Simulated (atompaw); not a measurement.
u(r) = r·R(r): atom against pseudo-atom (Cu)

Columns: radius, all-electron u(r) and pseudo u(r) of the 4s shell (level -4.61 eV) of copper in the configuration [Ar] 3d10 4s1 4p0; PBEsol, scalar-relativistic, PAW (atompaw) scheme, atompaw 4.2.0.5.

| r (bohr) | all-electron | pseudo |
| --- | --- | --- |
| 0.100 | 0.0886 | 0.0502 |
| 0.200 | 0.1292 | 0.1000 |
| 0.300 | -0.0347 | 0.1491 |
| 0.400 | -0.1847 | 0.1969 |
| 0.500 | -0.2509 | 0.2433 |
| 0.600 | -0.2396 | 0.2878 |
| 0.700 | -0.1772 | 0.3302 |
| 0.800 | -0.0878 | 0.3702 |
| 0.900 | 0.0115 | 0.4075 |
| 1.000 | 0.1103 | 0.4421 |
| 1.100 | 0.2026 | 0.4737 |
| 1.200 | 0.2857 | 0.5024 |
| 1.300 | 0.3583 | 0.5279 |
| 1.400 | 0.4203 | 0.5504 |
| 1.500 | 0.4722 | 0.5699 |
| 1.600 | 0.5148 | 0.5863 |
| 1.700 | 0.5489 | 0.5998 |
| 1.800 | 0.5755 | 0.6104 |
| 1.900 | 0.5954 | 0.6184 |
| 2.000 | 0.6095 | 0.6237 |
| 2.100 | 0.6184 | 0.6266 |
| 2.200 | 0.6229 | 0.6271 |
| 2.300 | 0.6236 | 0.6254 |
| 2.400 | 0.6209 | 0.6215 |
| 2.500 | 0.6155 | 0.6156 |
| 2.600 | 0.6076 | 0.6076 |

(1) How many radial nodes do the two functions have?

(2) Is the pseudo-wave norm-conserving?

Results:

(1) The all-electron 4s function has n − l − 1 = 3 (the table is too coarse to show those close to the nucleus); the pseudo-wave has 0, since the states of the same l below it are removed with the core.

(2) No, it belongs to a PAW set: the norm inside the radius is not constrained, and the difference is carried by the augmentation charge.
